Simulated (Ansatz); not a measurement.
Geometry optimisation, RKS BHLYP/def2-SVP in Ansatz 0.2.0.

Input file:

```yaml
crystal:
  periodic: [false, false, false]
  atoms:
    - { symbol: B, position_ang: [0.0, 0.0, 0.0] }
    - { symbol: "N", position_ang: [0.0, 0.0, 1.55] }
    - { symbol: H, position_ang: [-0.877, -0.2713, 2.08] }
    - { symbol: H, position_ang: [0.877, 0.2713, 2.08] }
    - { symbol: Cl, position_ang: [1.6108, 0.0, -0.93] }
    - { symbol: C, position_ang: [-1.3856, 0.0, -0.8] }
    - { symbol: H, position_ang: [-1.9458, -0.9305, -0.5708] }
    - { symbol: H, position_ang: [-1.9898, 0.8797, -0.4946] }
    - { symbol: H, position_ang: [-1.1839, 0.0508, -1.8903] }
basis:
  gaussian: { orbitals: def2-SVP }
hamiltonian:
  xc: { name: BHLYP }
relax:
  f_tol: 0.02
  max_steps: 40
output:
  orbitals: {}
```

Command:

```bash
$ ansatz run input.yaml --threads 2 --pin off --max-ram 3072MiB --backend cpu --events-out ev --progress --plain --runs-dir out
```

**Question.** Where does it end, and by what steps?

**Answer.** The forces met the threshold. The force dipped under the threshold on the way, but the program's further checks kept it going. After 19 steps the energy has fallen by 0.845 eV; Cl5 moved furthest, 0.76 Å.

```json
{"step": "0", "energy less start (eV)": "0.0000", "largest force component (eV/Å)": "3.453", "accepted": "yes"}
{"step": "1", "energy less start (eV)": "-0.6961", "largest force component (eV/Å)": "1.495", "accepted": "yes"}
{"step": "2", "energy less start (eV)": "-0.7784", "largest force component (eV/Å)": "1.344", "accepted": "yes"}
{"step": "3", "energy less start (eV)": "-0.7609", "largest force component (eV/Å)": "0.815", "accepted": "no"}
{"step": "4", "energy less start (eV)": "-0.8015", "largest force component (eV/Å)": "0.304", "accepted": "yes"}
{"step": "5", "energy less start (eV)": "-0.8067", "largest force component (eV/Å)": "0.062", "accepted": "yes"}
{"step": "6", "energy less start (eV)": "-0.8030", "largest force component (eV/Å)": "0.418", "accepted": "no"}
{"step": "7", "energy less start (eV)": "-0.8106", "largest force component (eV/Å)": "0.041", "accepted": "yes"}
{"step": "8", "energy less start (eV)": "-0.8134", "largest force component (eV/Å)": "0.175", "accepted": "yes"}
{"step": "9", "energy less start (eV)": "-0.8168", "largest force component (eV/Å)": "0.231", "accepted": "yes"}
{"step": "10", "energy less start (eV)": "-0.8203", "largest force component (eV/Å)": "0.398", "accepted": "yes"}
{"step": "11", "energy less start (eV)": "-0.8394", "largest force component (eV/Å)": "0.042", "accepted": "yes"}
{"step": "12", "energy less start (eV)": "-0.8396", "largest force component (eV/Å)": "0.073", "accepted": "yes"}
{"step": "13", "energy less start (eV)": "-0.8438", "largest force component (eV/Å)": "0.015", "accepted": "yes"}
{"step": "14", "energy less start (eV)": "-0.8365", "largest force component (eV/Å)": "0.449", "accepted": "no"}
{"step": "15", "energy less start (eV)": "-0.8448", "largest force component (eV/Å)": "0.023", "accepted": "yes"}
{"step": "16", "energy less start (eV)": "-0.8444", "largest force component (eV/Å)": "0.123", "accepted": "no"}
{"step": "17", "energy less start (eV)": "-0.8453", "largest force component (eV/Å)": "0.031", "accepted": "yes"}
{"step": "18", "energy less start (eV)": "-0.8449", "largest force component (eV/Å)": "0.092", "accepted": "no"}
{"step": "19", "energy less start (eV)": "-0.8455", "largest force component (eV/Å)": "0.016", "accepted": "yes"}
```

```xyz
9
Properties=species:S:1:pos:R:3
B -0.054 0.130 0.087
N 0.037 -0.184 1.433
H -0.748 -0.519 1.963
H 0.887 -0.096 1.960
Cl 1.437 0.714 -0.720
C -1.371 0.006 -0.752
H -2.218 -0.373 -0.172
H -1.648 0.981 -1.166
H -1.216 -0.659 -1.608
```

Whether the end is a true minimum wasn't checked by a vibrational analysis.

Time of the run: 50 s on 2 threads of Arm Neoverse V1, with other jobs on the host, peak memory 0.16 GiB.
